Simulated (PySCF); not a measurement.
Computed shifts of a molecule C₃H₉FOSi, HF/pcSseg-1 (PySCF), GIAO, gas phase, atoms alike by connectivity averaged where their shifts nearly agree, in ppm (number of nuclei): ¹³C: 70.6 (1), 49.6 (1), -3.8 (1). ²⁹Si: -5.8 (1). ¹⁹F: -270.1 (1). ¹H: 4.65 (1), 4.53 (2), 3.61 (3), 0.66 (3). References: ¹³C against TMS (σ = 192.6 ppm); ¹⁷O against H2O (σ = 333.0 ppm); ²⁹Si against TMS (σ = 393.8 ppm); ¹⁹F against CFCl3 (σ = 238.5 ppm); ¹H against TMS (σ = 31.99 ppm), references at their B3LYP-D3(BJ)/def2-TZVP geometries, non-relativistic. Coordinates come from a r2SCAN-D4/def2-SVP optimisation. Other conformers were not sampled.

**Question.** Which structure fits?
A) C[Si@H](F)CCO
B) CO[Si@@H](C)CF
C) CC(C)(O)[SiH2]F
D) CC(C)(F)[SiH2]O

**Answer.** B, CO[Si@@H](C)CF
